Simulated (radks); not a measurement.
Results of a calculation; reference values are marked as such.
Isoelectronic series with 47 electrons, each ion in its NIST ground configuration. Code: a radial shooting solver on a logarithmic mesh with Libxc functionals. Model: Dirac Kohn-Sham, LDA (Slater exchange, Perdew-Wang correlation), spin-unpolarised, spherical densities, finite nucleus; open shells fill j = l - 1/2 first; Fermi nuclear charge, rms radius of each element as measured or else 0.836 A^(1/3) + 0.57 fm. Total energies (hartree) and orbital eigenvalues (eV) (* marks an orbital that is empty in some or all of the ions):

ion,configuration,E (hartree),5s1/2*,4d5/2,4d3/2
Ag,[Kr] 4d10 5s1,-5312.22850,-4.7138,-7.4425,-8.0041
Cd+,[Kr] 4d10 5s1,-5590.51052,-13.4499,-20.4624,-21.1733
In2+,[Kr] 4d10 5s1,-5876.95296,-24.1174,-36.4012,-37.2816
Sn3+,[Kr] 4d10 5s1,-6171.56077,-36.4457,-54.8365,-55.9077
Sb4+,[Kr] 4d10 5s1,-6474.35836,-50.2970,-75.5435,-76.8280
Te5+,[Kr] 4d10 5s1,-6785.37293,-65.5889,-98.3843,-99.9062
I6+,[Kr] 4d10 5s1,-7104.64761,-82.2681,-123.2668,-125.0519
Xe7+,[Kr] 4d10 5s1,-7432.21624,-100.2979,-150.1265,-152.2019
Cs8+,[Kr] 4d10 5s1,-7768.1274,-119.6525,-178.9156,-181.3104
Ba9+,[Kr] 4d10 5s1,-8112.4250,-140.3133,-209.5980,-212.3430
La10+,[Kr] 4d10 5s1,-8465.1636,-162.2670,-242.1455,-245.2733
Ce11+,[Kr] 4d10 5s1,-8826.3939,-185.5040,-276.5359,-280.0808
Pr12+,[Kr] 4d10 5s1,-9196.1739,-210.0176,-312.7508,-316.7492
Nd13+,[Kr] 4d10 5s1,-9574.5604,-235.8035,-350.7755,-355.2657
Pm14+,[Kr] 4d10 5s1,-9961.6093,-262.8591,-390.5977,-395.6200
Sm15+,[Kr] 4d10 4f1,-10357.6178,-286.5834,-423.1221,-428.6121
Eu16+,[Kr] 4d10 4f1,-10762.4941,-315.9042,-465.9887,-472.0877
Gd17+,[Kr] 4d10 4f1,-11176.2552,-346.5041,-510.6433,-517.3977
Tb18+,[Kr] 4d10 4f1,-11599.0222,-378.3854,-557.0767,-564.5352
Dy19+,[Kr] 4d10 4f1,-12030.7409,-411.5470,-605.2817,-613.4954
